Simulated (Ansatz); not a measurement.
Basis-set extrapolation for `NCS[SiH2]O` (PBE0-D4/def2-TZVP geometry, frozen core, Ansatz). Multiplicity 1, RHF reference.

```tsv
	def2-TZVPP	def2-QZVPP
HF	-857.887253	-857.916201
MP2 correlation	-0.930358	-1.002753
CCSD(T) correlation	-1.017093	not run
```

Energies in hartree. Use E(X) = E(∞) + A·exp(−7.88·√X) for Hartree–Fock and E(X) = E(∞) + B·X^(−2.97) for correlation, with X = 3 and 4, and add CCSD(T) minus MP2 of the smaller set to the MP2 limit.

Question: What is the CCSD(T) energy at the basis-set limit?

Answer: HF limit: -857.916201 + (-0.028948) × 0.13774 = -857.92019. MP2 limit: -1.002753 + (-0.072395) × 0.74074 = -1.05638. Higher-order term: -1.017093 − (-0.930358) = -0.08674. Total: -859.06331 hartree, 4.33 eV below CCSD(T)/def2-TZVPP.
